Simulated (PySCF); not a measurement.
# `C[SiH2][C@]12C[C@H](C1)[C@@H]2F`: 4 charge schemes on one density

Species: C₆H₁₁FSi.
Cartesian coordinates in Å at the GFN2-xTB level; atoms count from 1:
```xyz
19
C6H11FSi angstrom
C      2.596   -0.758   -0.182
Si     1.528    0.744    0.256
C     -0.280    0.310   -0.076
C     -1.542    1.186    0.110
C     -2.077   -0.148   -0.425
C     -1.112   -0.843    0.546
C     -0.919   -0.092   -1.419
F     -0.505   -1.276   -1.983
H      2.457   -1.049   -1.220
H      3.650   -0.546   -0.034
H      2.342   -1.616    0.435
H      1.868    1.905   -0.577
H      1.640    1.083    1.680
H     -1.638    2.057   -0.537
H     -1.805    1.434    1.135
H     -3.109   -0.415   -0.635
H     -0.808   -1.855    0.293
H     -1.342   -0.755    1.606
H     -0.952    0.642   -2.227
```

Density: PBE0/pcSseg-1 (PySCF); schemes: Mulliken, IAO, Hirshfeld and ESP-fitted. Isolated species at its GFN2-xTB geometry (one conformer only).

Q: Give the atomic charges in each scheme.

A: In e; atoms taken as equivalent share a row and are averaged (×n: the atom named and its like, n in all):

```csv
atom,environment,Mulliken,IAO,Hirshfeld,ESP-fitted
C1,Si-methyl carbon,-0.627,-0.716,-0.211,-0.586
Si2,SiH2 silicon,+0.701,+0.747,+0.337,+0.630
C3,sp3 carbon bound to silicon,-0.566,-0.245,-0.081,+0.028
C4,four-membered-ring carbon,-0.102,-0.258,-0.071,-0.482
C5,sp3 carbon at a ring junction,-0.201,-0.112,-0.032,+0.152
C6,four-membered-ring carbon,-0.079,-0.261,-0.078,-0.367
C7,sp3 C–F carbon,+0.315,+0.172,+0.057,+0.017
F8,alkyl fluorine,-0.328,-0.326,-0.112,-0.216
H9/H10/H11,methyl hydrogen,+0.142,+0.159,+0.043,+0.142
H12,Si–H hydrogen,-0.095,-0.130,-0.084,-0.168
H13,Si–H hydrogen,-0.094,-0.128,-0.084,-0.168
H14,methylene hydrogen,+0.118,+0.125,+0.037,+0.135
H15,methylene hydrogen,+0.126,+0.135,+0.043,+0.174
H16,methine hydrogen,+0.066,+0.129,+0.040,+0.049
H17,methylene hydrogen,+0.132,+0.138,+0.032,+0.141
H18,methylene hydrogen,+0.116,+0.126,+0.037,+0.127
H19,methine hydrogen,+0.094,+0.127,+0.041,+0.106
```

Mean size of the charges over all atoms: IAO 0.229 e, Mulliken 0.220 e, ESP-fitted 0.209 e, Hirshfeld 0.079 e. Each set sums to the total charge, 0, to within 0.001 e. The Hirshfeld scheme weights the molecular density at each point by an atom's share of the summed free-atom densities.

Lowest charge. All schemes agree: Mulliken C1 (-0.627); IAO C1 (-0.716); Hirshfeld C1 (-0.211); ESP-fitted C1 (-0.586).

Highest charge. All schemes agree: Mulliken Si2 (+0.701); IAO Si2 (+0.747); Hirshfeld Si2 (+0.337); ESP-fitted Si2 (+0.630).

Q: How many electrons does the Hirshfeld scheme count on C6?

A: Z − q = 6 − (-0.078) = 6.078.

Q: How closely do the schemes follow one another over all atoms?

A: Correlation coefficient and root-mean-square difference: IAO with Hirshfeld 0.97, 0.189 e; Mulliken with IAO 0.94, 0.104 e; Mulliken with Hirshfeld 0.91, 0.198 e; IAO with ESP-fitted 0.91, 0.123 e; Hirshfeld with ESP-fitted 0.89, 0.182 e; Mulliken with ESP-fitted 0.73, 0.209 e.
